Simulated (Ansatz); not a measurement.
Si51H52, a nanocrystal cut from cubic silicon. Total charge 0; singlet. Geometry r2SCAN-D4/def2-SVP; atoms count from 1.

Cartesian coordinates in Å:
```
Si -5.292 2.103 1.437
Si -4.807 -2.129 1.045
Si -4.196 2.363 -2.223
Si -3.758 -1.439 -2.598
Si -3.061 -0.055 3.841
Si -2.353 4.287 0.551
Si -0.133 2.356 3.019
Si -2.549 -3.845 3.527
Si -1.471 -3.327 -0.145
Si 0.336 -1.444 2.657
Si 0.769 -5.259 2.339
Si -1.949 0.451 0.220
Si -0.844 0.912 -3.439
Si 0.965 2.809 -0.650
Si 1.440 -0.994 -0.995
Si -1.291 4.726 -3.128
Si 2.043 3.305 -4.324
Si 1.717 -4.911 -1.294
Si -0.380 -2.879 -3.809
Si 2.530 -0.505 -4.635
Si 2.151 0.443 5.473
Si 3.675 -2.930 1.425
Si 3.256 0.910 1.805
Si 4.330 1.436 -1.845
Si 4.940 -2.260 -2.232
Si -4.712 1.614 3.668
Si -4.095 -2.096 3.288
Si -3.433 2.267 0.004
Si -3.014 -1.565 -0.369
Si -5.276 0.350 -2.795
Si -2.362 2.699 -3.661
Si -1.912 -1.103 -4.022
Si -1.202 0.337 2.446
Si 0.634 2.228 5.238
Si 1.082 -1.566 4.884
Si -1.481 4.264 2.737
Si -0.536 4.605 -0.903
Si 1.707 2.670 1.583
Si -0.730 -3.465 2.087
Si 0.366 -3.006 -1.581
Si 2.190 -1.110 1.230
Si 2.589 -4.948 0.892
Si -0.099 0.785 -1.211
Si 0.996 1.267 -4.865
Si 2.786 3.188 -2.094
Si 3.284 -0.598 -2.405
Si 0.528 5.086 -4.574
Si 1.475 -2.528 -5.215
Si 3.982 0.800 4.038
Si 5.536 -2.760 -0.007
Si 5.053 1.477 0.395
H -6.247 1.065 0.936
H -6.002 3.423 1.400
H -5.993 -1.242 0.832
H -5.217 -3.530 0.698
H -5.153 3.513 -2.359
H -4.438 -2.732 -2.950
H -2.598 -0.133 5.267
H -3.343 5.405 0.388
H -3.185 -5.153 3.163
H -2.060 -3.938 4.941
H -2.154 -4.612 -0.522
H 0.053 -6.534 2.009
H 1.227 -5.333 3.764
H -2.281 5.850 -3.246
H 3.231 3.500 -5.223
H 0.832 -6.108 -1.475
H 2.804 -4.989 -2.319
H -1.056 -4.174 -4.162
H 3.708 -0.265 -5.535
H 2.629 0.369 6.895
H 4.162 -3.018 2.843
H 5.490 1.638 -2.779
H 4.495 -3.514 -2.916
H 6.154 -1.759 -2.957
H -5.935 1.123 4.384
H -4.263 2.870 4.345
H -5.272 -2.298 4.199
H -6.454 0.117 -1.898
H -5.774 0.440 -4.206
H -2.835 2.738 -5.087
H -2.379 -1.000 -5.446
H -0.532 2.037 6.161
H 1.307 3.518 5.599
H -0.087 -1.811 5.789
H 2.032 -2.716 5.029
H -2.555 4.347 3.776
H -0.589 5.459 2.904
H 0.189 5.871 -0.544
H 2.389 3.958 1.952
H 3.576 -6.073 1.026
H 0.491 1.319 -6.279
H 3.425 4.491 -1.704
H 0.053 5.163 -5.993
H 1.203 6.379 -4.231
H 1.023 -2.458 -6.643
H 2.434 -3.673 -5.085
H 4.664 2.087 4.395
H 4.977 -0.311 4.188
H 6.492 -1.723 0.491
H 6.247 -4.080 0.012
H 5.450 2.883 0.738
H 6.241 0.598 0.624
```

Single mean-field runs in def2-SVP are fitted with def2-universal-jkfit.

Estimate the Mulliken populations of the heavy atoms from the PBE0/def2-SVP orbitals of Ansatz.


| atom | charge (e) |
| --- | --- |
| Si1 | 0.12 |
| Si2 | 0.14 |
| Si3 | 0.00 |
| Si4 | 0.00 |
| Si5 | -0.01 |
| Si6 | 0.01 |
| Si7 | -0.23 |
| Si8 | 0.17 |
| Si9 | 0.12 |
| Si10 | -0.13 |
| Si11 | 0.17 |
| Si12 | -0.04 |
| Si13 | -0.19 |
| Si14 | -0.16 |
| Si15 | -0.04 |
| Si16 | -0.04 |
| Si17 | -0.04 |
| Si18 | 0.14 |
| Si19 | 0.00 |
| Si20 | 0.00 |
| Si21 | -0.11 |
| Si22 | -0.01 |
| Si23 | -0.23 |
| Si24 | 0.01 |
| Si25 | 0.12 |
| Si26 | 0.09 |
| Si27 | -0.08 |
| Si28 | -0.23 |
| Si29 | -0.20 |
| Si30 | 0.14 |
| Si31 | 0.03 |
| Si32 | 0.04 |
| Si33 | -0.09 |
| Si34 | 0.16 |
| Si35 | 0.16 |
| Si36 | 0.15 |
| Si37 | 0.03 |
| Si38 | 0.11 |
| Si39 | -0.24 |
| Si40 | -0.20 |
| Si41 | -0.09 |
| Si42 | -0.08 |
| Si43 | -0.03 |
| Si44 | 0.03 |
| Si45 | 0.03 |
| Si46 | -0.23 |
| Si47 | 0.14 |
| Si48 | 0.14 |
| Si49 | 0.16 |
| Si50 | 0.09 |
| Si51 | 0.15 |
Mulliken values depend strongly on the basis.

And the Mayer bond orders between heavy atoms (over 0.3, the first 40 of 76)?

Si1–Si26 0.95 (2.36 Å); Si1–Si28 0.93 (2.35 Å); Si2–Si27 0.94 (2.35 Å); Si2–Si29 0.93 (2.35 Å); Si3–Si28 0.92 (2.36 Å); Si3–Si30 0.94 (2.35 Å); Si3–Si31 0.93 (2.36 Å); Si4–Si29 0.93 (2.35 Å); Si4–Si30 0.94 (2.35 Å); Si4–Si32 0.93 (2.36 Å); Si5–Si26 0.94 (2.35 Å); Si5–Si27 0.93 (2.35 Å); Si5–Si33 0.91 (2.36 Å); Si6–Si28 0.92 (2.35 Å); Si6–Si36 0.95 (2.35 Å); Si6–Si37 0.94 (2.35 Å); Si7–Si33 0.92 (2.35 Å); Si7–Si34 0.93 (2.35 Å); Si7–Si36 0.93 (2.35 Å); Si7–Si38 0.93 (2.35 Å); Si8–Si27 0.94 (2.35 Å); Si8–Si39 0.93 (2.35 Å); Si9–Si29 0.93 (2.35 Å); Si9–Si39 0.93 (2.36 Å); Si9–Si40 0.93 (2.35 Å); Si10–Si33 0.93 (2.36 Å); Si10–Si35 0.92 (2.35 Å); Si10–Si39 0.92 (2.36 Å); Si10–Si41 0.93 (2.36 Å); Si11–Si39 0.93 (2.35 Å); Si11–Si42 0.94 (2.35 Å); Si12–Si28 0.91 (2.36 Å); Si12–Si29 0.92 (2.35 Å); Si12–Si33 0.93 (2.35 Å); Si12–Si43 0.93 (2.36 Å); Si13–Si31 0.92 (2.36 Å); Si13–Si32 0.92 (2.35 Å); Si13–Si43 0.92 (2.35 Å); Si13–Si44 0.92 (2.36 Å); Si14–Si37 0.93 (2.35 Å).
